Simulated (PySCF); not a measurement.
**Computed properties of C5H5F, SMILES C#CCC(=C)F**

C5H5F, SMILES C#CCC(=C)F. Geometry optimised at PBE0-D3(BJ)/def2-SVP. The structure was generated by enumeration, and PubChem lists no compound with its InChIKey, so it may never have been made. The values are those of a single conformer. All values are computed for the isolated molecule unless a solvent is named; none is compared with measurement here.

**Structure.** All 27 harmonic modes at PBE0-D3(BJ)/def2-SVP (PySCF) are real, so it is a minimum. With heavy atoms numbered as in [CH:1]#[C:2][CH2:3][C:4](=[CH2:5])[F:6], the shortest bond between them is C1–C2 at 1.210 Å and the longest C3–C4 at 1.499 Å.

**Vibrations.** The strongest infrared lines (harmonic, unscaled, degenerate partners summed) lie at 1783 cm⁻¹ (113 km/mol, C 92 %), 1365 cm⁻¹ (86 km/mol, C 72 %, H 20 %, F 8 %), 3491 cm⁻¹ (77 km/mol, H 85 %, C 15 %). The softest mode is at 72 cm⁻¹ and the zero-point energy is 51.7 kcal/mol.

**Electronic structure.** HF/def2-TZVP (PySCF) places the frontier levels at -10.26 and 3.58 eV, a gap of 13.84 eV, and gives a dipole moment of 1.66 D and a mean polarisability of 55.8 bohr³. PBE/def2-TZVP (PySCF) at the same geometry gives -6.37 and -0.94 eV, so its gap is 8.41 eV narrower. An orbital gap is neither the optical nor the fundamental gap.

**Excitations.** TDDFT-ωB97X/def2-SVPD (PySCF) has S1 at 6.53 eV (190 nm, f = 0.000, dark); the most intense of the 10 singlets computed lies at 7.44 eV (f = 0.36). T1 (TDA) is at 4.51 eV. TDDFT-PBE/def2-SVPD (PySCF) puts S1 at 5.75 eV. No vertical singlet excitation falls in the visible range (under 3.1 eV).

**NMR.** GIAO shifts at PBE0/pcSseg-1 (PySCF) (non-relativistic, atoms alike by connectivity averaged): ¹³C from 27.5 to 172.4 ppm against TMS; ¹H from 2.2 to 4.9 ppm against TMS; ¹⁹F at -97.1 ppm against CFCl3.

**Solvation.** SMD-M06-2X/def2-SVP (PySCF) gives -1.0 kcal/mol in water, -4.2 kcal/mol in N,N-dimethylformamide, -3.2 kcal/mol in toluene (1 M in both phases, gas-phase geometry); of these solvents N,N-dimethylformamide holds the molecule best.
